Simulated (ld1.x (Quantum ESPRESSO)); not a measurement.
Results of a calculation; reference values are marked as such.
## Pseudopotentials across the periodic table

Generated with ld1.x 7.5 (TM, RRKJ, ultrasoft, PAW), atompaw 4.2 or ONCVPSP 4.0.1. The cutoff is in Ry: for ld1.x and atompaw files where the sum of valence levels is converged to 10 mRy in a Bessel basis, for ONCV files where the hardest occupied wave has 1 mHa per electron of residual kinetic energy. The error is the largest all-electron minus pseudo excitation energy over each file’s own four to seven test configurations (ionisations up to +4, promotions, holes and added fractions of an electron), all of which were solved. The labels leave out finer settings (local radius, basis sizes, second energies), which also bear on the numbers. Spin-polarised tests are not counted. The rows are a selection from randomly drawn settings: files with unsolved tests, undetermined cutoffs or missed reference levels are left out.

A true bound ghost makes a file unfit for plane-wave use even where its test errors are small: the radial tests pick states by their node count and pass the ghost by.

| element | potential | cutoff (Ry) | largest error (meV) | bound ghosts |
| --- | --- | --- | --- | --- |
| He | ultrasoft, PBEsol, non-relativistic, rc 0.45/0.35 (sp), local smoothed, core correction no, reference 1s1.5 | 140 | +0.2 | none |
| Be | ultrasoft, PW91, scalar-relativistic, rc 1.90/3.05 (sp), local smoothed, core correction yes, reference 2s1 2p0 | 6 | +18 | none |
| P | TM, LDA (PZ), non-relativistic, rc 1.25/2.12/1.35 (spd), local smoothed, core correction yes, reference 3s2 3p2.5 | 45 | +196 | none |
| Ho | TM, PBE, scalar-relativistic, rc 3.80/1.50/2.20/1.40 (spdf), local s, core correction no, reference 4f11 5p6 5d0 6s2 6p0 | 230 | -942 | none |
| Pt | TM, LDA (PZ), fully relativistic, rc 1.90/3.55/2.10 (spd), local s, core correction no, reference 5d9 6s1 6p0 | 40 | -498 | none |

(1) Fill in the row for K: PAW, LDA (PZ), scalar-relativistic, rc 2.00/2.10/4.50 (spd), local smoothed, core correction yes, reference 3s2 3p6 3d0 4s0 4p1.

(2) Fill in the row for Ar: PAW, LDA (PZ), scalar-relativistic, rc 1.05/1.00/0.95 (spd), local smoothed, core correction yes, reference 3s2 3p6.

Results:

(1) cutoff 18 Ry, largest error -8.0 meV, bound ghosts: none.

(2) cutoff 45 Ry, largest error -92 meV, bound ghosts: s, p.
